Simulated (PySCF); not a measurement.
C3H5FOSi, SMILES C([Si@H](C#C)O)F.

Geometry optimised at PBE0-D3(BJ)/def2-SVP. The structure was generated by enumeration; whether it is a known compound was not checked. The values are those of a single conformer.

Method: TDA-PBE/def2-SVPD (PySCF).

Vertical excitations. The molecule is in vacuum.

Computed UV-visible absorptions:
```
state  energy (eV)  λ (nm)      f                                                                 main pairs
-----  -----------  ------  -----  -------------------------------------------------------------------------
S1            5.34     232  0.004                                                             HOMO→LUMO 97 %
S2            5.84     212  0.007                       HOMO−1→LUMO 61 %, HOMO→LUMO+1 26 %, HOMO−2→LUMO 10 %
S3            6.02     206  0.017                                         HOMO−2→LUMO 68 %, HOMO→LUMO+1 27 %
S4            6.22     199  0.021                     HOMO−1→LUMO+1 62 %, HOMO−2→LUMO 15 %, HOMO→LUMO+1 11 %
S5            6.26     198  0.003                                                           HOMO−3→LUMO 96 %
S6            6.45     192  0.078  HOMO−2→LUMO+1 52 %, HOMO−1→LUMO+1 20 %, HOMO→LUMO+1 13 %, HOMO−1→LUMO 8 %
S7            6.55     189  0.000                                                           HOMO−4→LUMO 99 %
S8            6.79     183  0.003                                       HOMO−3→LUMO+1 74 %, HOMO→LUMO+2 23 %
S9            6.84     181  0.019                                       HOMO→LUMO+2 76 %, HOMO−3→LUMO+1 20 %
S10           7.07     175  0.050                 HOMO−4→LUMO+1 44 %, HOMO−1→LUMO+2 35 %, HOMO−2→LUMO+1 11 %
T1            4.79     259      0                         HOMO−1→LUMO 49 %, HOMO→LUMO 16 %, HOMO→LUMO+1 15 %
T2            5.02     247      0                       HOMO→LUMO 70 %, HOMO−1→LUMO 15 %, HOMO−1→LUMO+1 11 %
T3            5.22     238      0                     HOMO→LUMO+1 56 %, HOMO−1→LUMO 25 %, HOMO−2→LUMO+1 11 %
T4            5.58     222      0                       HOMO−2→LUMO 57 %, HOMO−1→LUMO+1 27 %, HOMO→LUMO 11 %
```
Triplets are in the Tamm–Dancoff approximation.
